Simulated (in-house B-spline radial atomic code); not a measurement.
Xe³⁺ is squeezed into an impenetrable sphere of radius R (the orbitals vanish at R). Level of theory: non-relativistic r2SCAN, spin-polarised, spherical fractional occupations, point nucleus; calculated with a B-spline radial code for spherical atoms.

Energies in eV above the free ion in [Kr] 4d10 5s2 5p3:

```json
{"R (bohr)": "8.03", "highest level (eV)": "-38.4", "[Kr] 4d10 5s2 5p3": "-0.000246", "[Ar] 3d10 4s2 4p5 4d10 4f1 5s2 5p3": "158.7", "[Kr] 4d10 5s2 5p2 5f1": "31.73"}
{"R (bohr)": "6.09", "highest level (eV)": "-38.4", "[Kr] 4d10 5s2 5p3": "0.009469", "[Ar] 3d10 4s2 4p5 4d10 4f1 5s2 5p3": "158.7", "[Kr] 4d10 5s2 5p2 5f1": "34.24"}
{"R (bohr)": "4.75", "highest level (eV)": "-38.1", "[Kr] 4d10 5s2 5p3": "0.3667", "[Ar] 3d10 4s2 4p5 4d10 4f1 5s2 5p3": "159.1", "[Kr] 4d10 5s2 5p2 5f1": "40.34"}
{"R (bohr)": "4.34", "highest level (eV)": "-37.7", "[Kr] 4d10 5s2 5p3": "1.041", "[Ar] 3d10 4s2 4p5 4d10 4f1 5s2 5p3": "159.8", "[Kr] 4d10 5s2 5p2 5f1": "44.27"}
{"R (bohr)": "3.53", "highest level (eV)": "-34.8", "[Kr] 4d10 5s2 5p3": "7.432", "[Ar] 3d10 4s2 4p5 4d10 4f1 5s2 5p3": "166.3", "[Kr] 4d10 5s2 5p2 5f1": "60.97"}
{"R (bohr)": "2.88", "highest level (eV)": "-26", "[Kr] 4d10 5s2 5p3": "33.51", "[Ar] 3d10 4s2 4p5 4d10 4f1 5s2 5p3": "192.8", "[Kr] 4d10 5s2 5p2 5f1": "101.5"}
{"R (bohr)": "2.65", "highest level (eV)": "-19.1", "[Kr] 4d10 5s2 5p3": "56.98", "[Ar] 3d10 4s2 4p5 4d10 4f1 5s2 5p3": "216.8", "[Kr] 4d10 5s2 5p2 5f1": "132.1"}
{"R (bohr)": "2.01", "highest level (eV)": "31.9", "[Kr] 4d10 5s2 5p3": "268.8", "[Ar] 3d10 4s2 4p5 4d10 4f1 5s2 5p3": "433.1", "[Kr] 4d10 5s2 5p2 5f1": "368.6"}
{"R (bohr)": "1.69", "highest level (eV)": "107", "[Kr] 4d10 5s2 5p3": "642.4", "[Ar] 3d10 4s2 4p5 4d10 4f1 5s2 5p3": "813.5", "[Kr] 4d10 5s2 5p2 5f1": "752.6"}
{"R (bohr)": "1.26", "highest level (eV)": "399", "[Kr] 4d10 5s2 5p3": "2486", "[Ar] 3d10 4s2 4p5 4d10 4f1 5s2 5p3": "2675", "[Kr] 4d10 5s2 5p2 5f1": "2573"}
```

Question: Does [Ar] 3d10 4s2 4p5 4d10 4f1 5s2 5p3 fall below [Kr] 4d10 5s2 5p3 under compression?

Answer: No, it stays above over the whole range.

Question: Does [Kr] 4d10 5s2 5p2 5f1 fall below [Kr] 4d10 5s2 5p3 under compression?

Answer: No, it stays above over the whole range.

The highest level is first positive in the row R = 2.01 bohr, pushed up by confinement above the zero of the free ion's potential. Each configuration is held fixed and needn't be the lowest in the sphere.
